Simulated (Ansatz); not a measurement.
`C[Si](C)(C)C#C/C=C/c1ccc(/C=C/c2ccc(/C=C/c3ccc(/C=C/c4ccc(C#C[Si](C)(C)C)cc4)cc3)cc2)cc1` with charge -1. Charge -1, multiplicity 2. Geometry PBE-D4/def2-SVP, that of the neutral singlet; atoms count from 1.

```xyz
86

C    12.439   -5.916   11.402
Si   12.046   -4.080   11.632
C    13.637   -3.059   11.611
C    11.106   -3.808   13.250
C    10.975   -3.534   10.231
C    10.246   -3.192    9.289
C     9.441   -2.795    8.200
C     8.073   -2.866    8.191
C     7.187   -2.480    7.103
C     7.642   -1.968    5.860
C     6.744   -1.618    4.856
C     5.340   -1.757    5.024
C     4.453   -1.377    3.934
C     3.091   -1.470    3.916
C     2.200   -1.093    2.829
C     2.644   -0.528    1.605
C     1.741   -0.188    0.601
C     0.342   -0.388    0.752
C    -0.551   -0.011   -0.334
C    -1.911   -0.138   -0.358
C    -2.808    0.245   -1.438
C    -2.369    0.829   -2.658
C    -3.267    1.186   -3.657
C    -4.666    0.982   -3.503
C    -5.650    1.347   -4.513
C    -5.408    1.927   -5.724
C    -6.398    2.305   -6.725
C    -7.794    2.101   -6.563
C    -8.702    2.493   -7.543
C    -8.259    3.113   -8.743
C    -9.190    3.527   -9.736
C   -10.001    3.902  -10.592
Si  -11.213    4.486  -11.857
C   -10.295    4.762  -13.486
C   -12.552    3.168  -12.065
C   -11.974    6.106  -11.245
C    -6.865    3.314   -8.917
C    -5.964    2.917   -7.929
C    -5.104    0.395   -2.289
C    -4.203    0.038   -1.287
C    -0.102   -0.951    1.977
C     0.801   -1.290    2.980
C     4.885   -2.268    6.268
C     5.783   -2.618    7.273
H    11.510   -6.521   11.391
H    12.972   -6.091   10.446
H    13.081   -6.285   12.229
H    14.182   -3.194   10.654
H    13.416   -1.978   11.728
H    14.311   -3.365   12.438
H    11.717   -4.133   14.117
H    10.159   -4.385   13.260
H    10.854   -2.736   13.387
H     9.974   -2.405    7.314
H     7.579   -3.258    9.097
H     8.721   -1.843    5.680
H     7.126   -1.223    3.900
H     4.965   -0.979    3.041
H     2.581   -1.874    4.808
H     3.717   -0.350    1.441
H     2.114    0.248   -0.339
H    -0.047    0.421   -1.216
H    -2.413   -0.575    0.522
H    -1.295    1.007   -2.821
H    -2.881    1.637   -4.583
H    -6.695    1.125   -4.235
H    -4.364    2.151   -6.003
H    -8.174    1.626   -5.647
H    -9.779    2.328   -7.397
H    -9.829    3.821  -13.843
H   -10.990    5.123  -14.272
H    -9.491    5.516  -13.364
H   -13.078    2.983  -11.106
H   -13.305    3.490  -12.814
H   -12.116    2.208  -12.406
H   -12.711    6.494  -11.979
H   -11.194    6.879  -11.097
H   -12.496    5.957  -10.278
H    -6.505    3.789   -9.840
H    -4.886    3.085   -8.081
H    -6.182    0.223   -2.140
H    -4.575   -0.415   -0.355
H    -1.175   -1.126    2.143
H     0.427   -1.724    3.921
H     3.806   -2.391    6.449
H     5.401   -3.012    8.229
```

Single mean-field runs in def2-SVP are fitted with def2-universal-jkfit.

Problem. Estimate the Mulliken populations of the heavy atoms from the PBE0/def2-SVP orbitals of Ansatz.

Solution. 
```json
{"atom": "C1", "charge (e)": "-0.32", "spin (α − β)": "0.00"}
{"atom": "Si2", "charge (e)": "0.53", "spin (α − β)": "0.00"}
{"atom": "C3", "charge (e)": "-0.32", "spin (α − β)": "0.00"}
{"atom": "C4", "charge (e)": "-0.32", "spin (α − β)": "0.00"}
{"atom": "C5", "charge (e)": "-0.41", "spin (α − β)": "0.08"}
{"atom": "C6", "charge (e)": "0.13", "spin (α − β)": "-0.05"}
{"atom": "C7", "charge (e)": "-0.13", "spin (α − β)": "0.12"}
{"atom": "C8", "charge (e)": "0.00", "spin (α − β)": "-0.03"}
{"atom": "C9", "charge (e)": "-0.01", "spin (α − β)": "0.08"}
{"atom": "C10", "charge (e)": "-0.03", "spin (α − β)": "0.00"}
{"atom": "C11", "charge (e)": "-0.05", "spin (α − β)": "0.02"}
{"atom": "C12", "charge (e)": "0.03", "spin (α − β)": "0.01"}
{"atom": "C13", "charge (e)": "-0.04", "spin (α − β)": "0.08"}
{"atom": "C14", "charge (e)": "-0.03", "spin (α − β)": "0.03"}
{"atom": "C15", "charge (e)": "0.02", "spin (α − β)": "0.06"}
{"atom": "C16", "charge (e)": "-0.04", "spin (α − β)": "0.03"}
{"atom": "C17", "charge (e)": "-0.05", "spin (α − β)": "0.00"}
{"atom": "C18", "charge (e)": "0.02", "spin (α − β)": "0.05"}
{"atom": "C19", "charge (e)": "-0.03", "spin (α − β)": "0.05"}
{"atom": "C20", "charge (e)": "-0.03", "spin (α − β)": "0.07"}
{"atom": "C21", "charge (e)": "0.03", "spin (α − β)": "0.03"}
{"atom": "C22", "charge (e)": "-0.04", "spin (α − β)": "0.02"}
{"atom": "C23", "charge (e)": "-0.03", "spin (α − β)": "-0.01"}
{"atom": "C24", "charge (e)": "0.01", "spin (α − β)": "0.07"}
{"atom": "C25", "charge (e)": "-0.02", "spin (α − β)": "0.00"}
{"atom": "C26", "charge (e)": "-0.04", "spin (α − β)": "0.10"}
{"atom": "C27", "charge (e)": "0.04", "spin (α − β)": "-0.01"}
{"atom": "C28", "charge (e)": "-0.05", "spin (α − β)": "0.05"}
{"atom": "C29", "charge (e)": "0.01", "spin (α − β)": "-0.03"}
{"atom": "C30", "charge (e)": "-0.09", "spin (α − β)": "0.08"}
{"atom": "C31", "charge (e)": "0.15", "spin (α − β)": "-0.03"}
{"atom": "C32", "charge (e)": "-0.43", "spin (α − β)": "0.05"}
{"atom": "Si33", "charge (e)": "0.53", "spin (α − β)": "0.00"}
{"atom": "C34", "charge (e)": "-0.33", "spin (α − β)": "0.00"}
{"atom": "C35", "charge (e)": "-0.32", "spin (α − β)": "0.00"}
{"atom": "C36", "charge (e)": "-0.32", "spin (α − β)": "0.00"}
{"atom": "C37", "charge (e)": "0.02", "spin (α − β)": "-0.02"}
{"atom": "C38", "charge (e)": "-0.06", "spin (α − β)": "0.04"}
{"atom": "C39", "charge (e)": "-0.04", "spin (α − β)": "0.00"}
{"atom": "C40", "charge (e)": "-0.05", "spin (α − β)": "0.03"}
{"atom": "C41", "charge (e)": "-0.04", "spin (α − β)": "0.03"}
{"atom": "C42", "charge (e)": "-0.05", "spin (α − β)": "-0.01"}
{"atom": "C43", "charge (e)": "-0.04", "spin (α − β)": "0.06"}
{"atom": "C44", "charge (e)": "-0.03", "spin (α − β)": "-0.03"}
```
Mulliken values depend strongly on the basis.

Problem. Where does the spin sit?

Solution. Summed by element: C 1.03, Si 0.00, H -0.04, of 1 unpaired in all. Largest on single atoms: C7 0.12, C26 0.10, C13 0.08.

Problem. And the Mayer bond orders between heavy atoms (over 0.3, the first 40 of 47)?

Solution. C1–Si2 1.01 (1.89 Å); Si2–C3 1.01 (1.89 Å); Si2–C4 1.01 (1.89 Å); Si2–C5 0.91 (1.85 Å); C5–C6 2.61 (1.24 Å); C6–C7 1.08 (1.41 Å); C7–C8 1.63 (1.37 Å); C8–C9 1.16 (1.46 Å); C9–C10 1.29 (1.42 Å); C9–C44 1.28 (1.42 Å); C10–C11 1.47 (1.39 Å); C11–C12 1.28 (1.42 Å); C12–C13 1.18 (1.46 Å); C12–C43 1.28 (1.42 Å); C13–C14 1.57 (1.37 Å); C14–C15 1.19 (1.46 Å); C15–C16 1.28 (1.42 Å); C15–C42 1.27 (1.42 Å); C16–C17 1.48 (1.39 Å); C17–C18 1.27 (1.42 Å); C18–C19 1.19 (1.46 Å); C18–C41 1.28 (1.42 Å); C19–C20 1.57 (1.37 Å); C20–C21 1.19 (1.46 Å); C21–C22 1.26 (1.42 Å); C21–C40 1.29 (1.42 Å); C22–C23 1.50 (1.39 Å); C23–C24 1.27 (1.42 Å); C24–C25 1.18 (1.46 Å); C24–C39 1.29 (1.42 Å); C25–C26 1.59 (1.36 Å); C26–C27 1.16 (1.46 Å); C27–C28 1.29 (1.42 Å); C27–C38 1.30 (1.42 Å); C28–C29 1.45 (1.39 Å); C29–C30 1.30 (1.42 Å); C30–C31 1.01 (1.42 Å); C30–C37 1.31 (1.42 Å); C31–C32 2.70 (1.24 Å); C32–Si33 0.89 (1.85 Å).
